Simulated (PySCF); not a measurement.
Vertical excitations of a molecule C2H4F2Si from TDA-M06-2X/def2-SVPD in PySCF, as energy in eV (oscillator strength): 6.84 (0.000), 7.32 (0.005), 7.58 (0.485), 7.58 (0.022), 8.18 (0.173), 8.33 (0.014), 8.51 (0.012), 8.67 (0.015), 9.09 (0.001), 9.16 (0.021). Lowest triplet (TDA): 4.51 eV. The structure is a stationary point at B3LYP-D3(BJ)/def2-SVP. Other conformers were not sampled.

Task: Pick the molecule that these values belong to.
A) C=C(F)[SiH2]F
B) FC(F)=C[SiH3]
C) F/C=C(/F)[SiH3]
D) C=C[SiH](F)F

Result: A, C=C(F)[SiH2]F
